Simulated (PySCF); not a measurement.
## Deuteron quadrupole couplings in `CC(=S)C1=C[SiH2]C=CCC1`

Compound: C8H12SSi.
Structure used (GFN2-xTB), in Å, numbered top down from 1:
```xyz
22
C8H12SSi angstrom
C     -2.9397   -0.5414   -0.3308
C     -2.1049    0.6968   -0.3911
S     -2.8554    2.1498   -0.2378
C     -0.6708    0.5947   -0.5872
C      0.1276    1.6690   -0.4564
Si     1.9990    1.5758   -0.5855
C      2.5736    0.0956    0.4252
C      1.9052   -1.0039    0.7545
C      0.5255   -1.4266    0.3466
C     -0.0578   -0.7467   -0.8983
H     -3.0055   -0.9985   -1.3196
H     -2.5135   -1.2749    0.3525
H     -3.9468   -0.2906   -0.0064
H     -0.3410    2.6135   -0.2128
H      2.5677    2.7944   -0.0010
H      2.4100    1.4518   -1.9933
H      3.5761    0.1842    0.8285
H      2.3804   -1.7293    1.4098
H     -0.1423   -1.2686    1.2018
H      0.5580   -2.5068    0.1713
H     -0.7979   -1.4095   -1.3463
H      0.7421   -0.6094   -1.6281
```

Level: PBE0/pcSseg-1 (PySCF, non-relativistic); Q(2H) = 0.00286 b; rigid geometry, the same for H and D, with no vibrational averaging.

Problem. Rank these positions by the coupling χzz of a deuteron there, largest first.
A. H14 (vinylic hydrogen)
B. H17 (vinylic hydrogen)
C. H16 (Si–H hydrogen)
D. H13 (methyl hydrogen)
E. H19 (methylene hydrogen)

Solution. B (219 kHz), A (212 kHz), D (207 kHz), E (199 kHz), C (106 kHz).

Problem. Tabulate Vzz, the asymmetry η and χzz = 234.96 MHz × Q × Vzz for every hydrogen position.

Solution. 
| atom | bonded to | bond length (Å) | Vzz (au) | η | χzz (kHz) |
| --- | --- | --- | --- | --- | --- |
| H11 | C1 | 1.091 | 0.3084 | 0.03 | 207 |
| H12 | C1 | 1.089 | 0.3112 | 0.03 | 209 |
| H13 | C1 | 1.087 | 0.3076 | 0.02 | 207 |
| H14 | C5 | 1.082 | 0.3161 | 0.02 | 212 |
| H15 | Si6 | 1.466 | 0.1594 | 0.02 | 107 |
| H16 | Si6 | 1.472 | 0.1582 | 0.01 | 106 |
| H17 | C7 | 1.084 | 0.3256 | 0.05 | 219 |
| H18 | C8 | 1.087 | 0.3134 | 0.06 | 211 |
| H19 | C9 | 1.097 | 0.2961 | 0.04 | 199 |
| H20 | C9 | 1.095 | 0.2975 | 0.04 | 200 |
| H21 | C10 | 1.090 | 0.3048 | 0.03 | 205 |
| H22 | C10 | 1.092 | 0.3008 | 0.03 | 202 |

Problem. Average by the element that carries the hydrogen.

Solution. on C: 207 kHz over 10 positions, mean bond length 1.089 Å; on Si: 107 kHz over 2 positions, mean bond length 1.469 Å.

Problem. How does χzz go with the bond length over the 10 C–H bonds?

Solution. A straight-line fit has a slope of -12.1 kHz for each 0.01 Å, with a correlation coefficient of -0.89, over lengths from 1.082 to 1.097 Å. The longer bonds have the smaller couplings here.

The structure is a single GFN2-xTB conformer in the gas phase; no vibrational or solvent corrections. GFN2-xTB bond lengths can be off by several hundredths of an ångström, more for odd bonds, and the gradients follow them. With a basis this small, the couplings can be 20 % off.
